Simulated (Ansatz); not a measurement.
`F[SiH]1[O][SnH2]1` + NH₃ → `N[SiH]1[O][SnH2]1` + H–F  (ligand exchange at the Si–F bond)

Gas-phase electronic energies from Ansatz, PBE0-D4/def2-TZVP geometries. CBS: MP2 limit from def2 TZ/QZ plus the TZ coupled-cluster correction, frozen cores. This one scheme is used for every species. DFT in def2-TZVPP. Elements past krypton have def2 core potentials. For Sn outer-core shells are correlated without core-valence functions, which leaves a few kJ/mol of doubt a bond. One conformer a species, not always the lowest.

`F[SiH]1[O][SnH2]1`:

Z-matrix (Å, degrees):
```
Si
O 1 1.597
Sn 1 2.456 2 60.0
F 1 1.587 2 118.5 3 110.9
H 1 1.478 2 120.6 3 -116.4
H 3 1.708 1 121.8 2 74.4
H 3 1.710 1 123.3 2 -73.2
```

NH₃:

Z-matrix (Å, degrees):
```
N
H 1 1.013
H 1 1.013 2 107.1
H 1 1.013 2 107.1 3 -114.5
```

`N[SiH]1[O][SnH2]1`:

Cartesian coordinates in Å:
```
N 1.457 0.823 0.969
Si 0.557 -0.447 0.322
O 0.318 -0.499 -1.257
Sn -1.748 -0.282 -0.656
H 1.445 1.754 0.587
H 1.872 0.775 1.885
H 0.891 -1.654 1.114
H -2.550 -1.587 -1.440
H -2.242 1.119 -1.525
```

H–F:

Z-matrix (Å, degrees):
```
F
H 1 0.920
```

(1) Is it downhill or uphill in electronic energy at CCSD(T)/CBS, and by how much? (Best estimate.)

(2) What do these levels give: PBE, r2SCAN, PBE0, CCSD/def2-TZVPP, HF/CBS(def2), CCSD/CBS(def2)? (Estimate.)

Largest T1 diagnostic among the species: 0.017.

## Answers

(1) The calculation gave: Uphill: ΔE = +15.6 kcal/mol.

(2) The calculation gave: PBE 16.1, r2SCAN 16.9, PBE0 15.9, CCSD/def2-TZVPP 16.5, HF/CBS(def2) 19.2, CCSD/CBS(def2) 16.1 kcal/mol.

The D4 term adds −1.4 kcal/mol with B3LYP and −0.8 kcal/mol with PBE0; it sums over pairs of atoms, weighted by their polarisabilities, and B3LYP, whose exchange is more repulsive, gets the larger term. In def2-TZVPP, CCSD(T) changes the Hartree–Fock value by −2.8 kcal/mol (the triples alone add −0.4 kcal/mol) and MP2 by −3.8 kcal/mol.

B3LYP here is the variant with VWN-RPA as its local correlation; programs differ in this.
